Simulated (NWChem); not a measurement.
# SF$_{3}$ cation; SMILES F[S+](F)F

```xyz
4

F      0.3041    -1.3136    -0.2764
S      0.0000     0.0000     0.4492
F      0.9856     0.9201    -0.2764
F     -1.2897     0.3935    -0.2764
```
Atoms are numbered in this order, from 1.

Program: NWChem. Geometry optimised at PBE0/def2-SVP; all other runs use it. Pople sets run with spherical d functions. Vzz has the sign of the potential's second derivative.

```tsv
quantity	level	value
vertical, lowest excitation, singlet (eV)	B3LYP/def2-SVP, full TDDFT	…
charge (e), ESP F4	Hartree-Fock/6-31G*	-0.02
orbital gap (eV)	M06-2X/def2-SVP	…
Vzz S2 (a.u.)	PBE/cc-pVTZ	-2.129
cavity-dispersion-structure term (kcal/mol) in anisole	M06-2X/def2-SVP, SMD	…
highest harmonic frequency (cm⁻¹)	PBE0/def2-SVP	997
```

Complete the blanks.


- vertical, lowest excitation, singlet (eV), value: 8.55
- orbital gap (eV), value: 12.69
- cavity-dispersion-structure term (kcal/mol) in anisole, value: 0.3
